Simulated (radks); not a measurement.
Initial-state core-level shifts of the gold ion Au3+ when its valence configuration changes from [Xe] 4f14 5d8. Calculated with a radial shooting solver on a logarithmic mesh with Libxc functionals: Dirac Kohn-Sham, PBE, spin-unpolarised, spherical densities, point nucleus; open shells fill j = l - 1/2 first. Shifts are changes of the shell-averaged eigenvalues in eV (positive: less bound).

valence                2s       3p       3d       4d
4f13 5d8 6p1      -19.513  -21.441  -21.307  -18.084
4f13.5 5d8 6p0.5   -9.633  -10.586  -10.519   -8.961
4f13.5 5d8.5       -6.889   -7.868   -7.790   -6.270
4f12 5d8 6p2      -39.977  -43.914  -43.652  -36.776
4f12.5 5d8.5 6s1  -25.592  -28.536  -28.325  -23.385
4f13.5 5d6 6p2.5  -21.283  -22.081  -22.068  -20.292
4f14 5d7 6s1       -4.302   -4.233   -4.257   -4.177
4f13 5d7 6s2      -23.018  -24.840  -24.736  -21.394
4f12 5d7 6s2 6p1  -43.818  -47.625  -47.397  -40.361
